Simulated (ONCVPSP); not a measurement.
## Building the ONCV potential for Mg (Z = 12) (PBE, scalar-relativistic).

- Element: magnesium (Mg)
- Generator: ONCVPSP 4.0.1
- Type: optimised norm-conserving Vanderbilt (ONCV)
- Functional: PBE
- Relativity: scalar-relativistic
- Frozen core: [He]
- Valence charge: 10
- Reference configuration: 2s2 2p6 3s2
- Partial waves: 2s+3s: rc 1.00 bohr, ncon 4, nbas 8, qcut 9.1 1/bohr, 2 projectors; 2p: rc 0.75 bohr, ncon 4, nbas 9, qcut 16.8 1/bohr, 1 projector
- Local potential: polynomial inside 0.70 bohr (lpopt 5, dvloc0 -1 Ha)
- Core correction: Teter function, fcfact 5.5, rcfact 1.15

All-electron outer shells of the reference configuration (PBE, scalar-relativistic, ld1.x):

```json
{"shell": "1s", "level (eV)": "-1259.65", "outermost node (bohr)": "–", "outermost maximum (bohr)": "0.09"}
{"shell": "2s", "level (eV)": "-79.85", "outermost node (bohr)": "0.18", "outermost maximum (bohr)": "0.54"}
{"shell": "2p", "level (eV)": "-46.61", "outermost node (bohr)": "–", "outermost maximum (bohr)": "0.48"}
{"shell": "3s", "level (eV)": "-4.70", "outermost node (bohr)": "0.90", "outermost maximum (bohr)": "2.56"}
```

**Question.** Estimate the cutoffs (Ha) at which the residual kinetic energy of the hardest occupied pseudo-wave falls to 1 and 0.1 mHa per electron.

**Answer.** 112 Ha and 129 Ha.

**Question.** What does a ghost test show?

**Answer.** No bound ghost flagged; no localised positive-energy state flagged.

**Question.** Which valence shell sets the plane-wave cutoff?

**Answer.** 2p: 112 Ha for 1 mHa per electron, against 20 Ha for 2s.

**Question.** Tests: 2s2 2p6 3s1; 2s2 2p6 3s0; 2s2 2p6 3s1.5; 2s2 2p6 3s1 3p1. Which has the largest error in its energy relative to the reference configuration, and how large is it?

**Answer.** 2s2 2p6 3s1 3p1, with -4.2 meV (all-electron minus pseudo) on +3.49 eV.
